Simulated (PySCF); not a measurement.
# Working out the excitation energy of F²⁺

F²⁺ [He] 2s2 2p3 (4S) → F²⁺ [He] 2s1 2p3 3s1 (6S). Computed with PySCF 2.14 in aug-cc-pVDZ (4s3p2d, 23 functions), with the non-relativistic Hamiltonian (point nucleus). Frozen: 1s2. Energies in hartree (1 hartree = 27.21139 eV):

```
            part  F²⁺ (lower)  F²⁺ (upper)
             UHF   -97.575981   -95.869264
CCSD correlation    -0.084900    -0.023297
             (T)    -0.000512    -0.000069
```

**Question.** What does Hartree-Fock give?

**Answer.** (-95.869264) − (-97.575981) = 1.706717 hartree = 46.442 eV.

**Question.** What do CCSD and CCSD(T) give?

**Answer.** The CCSD correlation energies differ by 0.061603 hartree = 1.676 eV and the triples by 0.000443 hartree = 0.012 eV, so CCSD gives 48.118 eV and CCSD(T) 48.130 eV.

A double-zeta basis recovers only part of the correlation energy.
